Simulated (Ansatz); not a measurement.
System: dimethylborinic acid, C2H7BO (charge 0, singlet). SMILES: CB(C)O
Structure (B3LYP-D3(BJ)/def2-TZVP (Ansatz, an electronic-structure program) minimum search):
```
B
O 1 1.3670
H 2 0.9631 1 113.54
C 1 1.5715 2 116.87 3 -178.62
H 4 1.0907 1 112.96 2 -11.80
H 4 1.0936 5 108.89 1 124.89
H 4 1.0963 5 107.69 6 114.18
C 1 1.5781 2 121.14 3 1.55
H 8 1.0933 1 111.55 2 -135.20
H 8 1.0937 9 108.06 1 -126.64
H 8 1.0960 9 105.72 10 -114.64
```
Charge 0, spin multiplicity 1.

Property: atomisation energy (electronic, to ground-state atoms), in eV. Valence correlation only, unless marked. UHF or UKS for open shells. No spin-orbit coupling. Non-relativistic. The coupled-cluster limit lacks core correlation, which all-electron functionals hold. Basis-set limits of correlation are two-point, X^-3; Hartree-Fock from the larger set.

```csv
level,program,atomisation energy (eV)
B3LYP/def2-TZVPD,Ansatz,45.20
r2SCAN0-D4/def2-TZVPD,Ansatz + dftd4,?
HSE06/def2-TZVPD,Ansatz,?
B2GP-PLYP-D4/def2-TZVPD,Ansatz + dftd4,44.91
SCS-MP2/STO-3G,Ansatz,46.56
SCS-MP2/cc-pVDZ,Ansatz,42.57
"CCSD(T)/CBS(aug-cc-pVTZ,aug-cc-pVQZ)",Ansatz,?
```

**Question.** Fill in the missing entries.

**Answer.** 
- r2SCAN0-D4/def2-TZVPD, atomisation energy (eV): 45.07
- HSE06/def2-TZVPD, atomisation energy (eV): 45.44
- CCSD(T)/CBS(aug-cc-pVTZ,aug-cc-pVQZ), atomisation energy (eV): 45.36
